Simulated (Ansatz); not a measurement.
```xyz
7

O     1.283    0.096    0.813
B     0.133   -0.374    0.285
C    -0.625    0.568   -0.714
S    -2.008    0.138   -1.425
H     1.708   -0.519    1.418
H    -0.293   -1.459    0.561
H    -0.199    1.551   -0.937
```

Charge 0, multiplicity 1.

Question: List the PBE0/def2-TZVPP orbital energies in eV (Ansatz 0.2.0). (Best estimate.)

Answer: Ansatz gave: Occupied: -2422.45, -523.81, -279.60, -217.76, -185.39, -161.63, -161.54, -161.34, -29.45, -22.24, -17.34, -15.39, -13.64, -12.27, -11.16, -10.79, -9.54, -9.08, -6.45. Lowest empty: -3.05, 0.62, 0.64, 1.69, 2.45, 3.03, 3.41, 3.88.
